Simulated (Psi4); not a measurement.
Process, species as SMILES: BN (BH2-NH2) → B[NH-] + H+
B3LYP-D3(BJ)/def2-TZVP geometries, fixed; electronic energies without zero-point terms.

Effect of the grid (radial, spherical points) at M06-2X/cc-pVTZ with Psi4, against the last row, where the deprotonation energy is 391.85 kcal/mol. The proton leaves the site shown, which need not be the most acidic. Cost is core time over that of grid: 35, 110, rough, on shared machines of one kind.

| setting | grid points, largest species | largest shift of a total energy (mEh) | shift of the deprotonation energy (kcal/mol) | cost |
|---|---|---|---|---|
| grid: 35, 110 | 22599 | 0.680 | -0.335 | 1× |
| grid: 50, 194 | 57124 | -0.094 | -0.069 | 1× |
| grid: 75, 302 | 130961 | 0.021 | -0.015 | 2× |
| grid: 99, 590 | 335878 | 0.001 | -0.001 | 4× |
| grid: 150, 974 | 837638 | 0.000 | 0.000 | 10× |

Within 0.05 kcal/mol in the deprotonation energy: grid: 75, 302; grid: 99, 590. The largest shift is 0.680 mEh in a total energy and 0.335 kcal/mol in the difference.
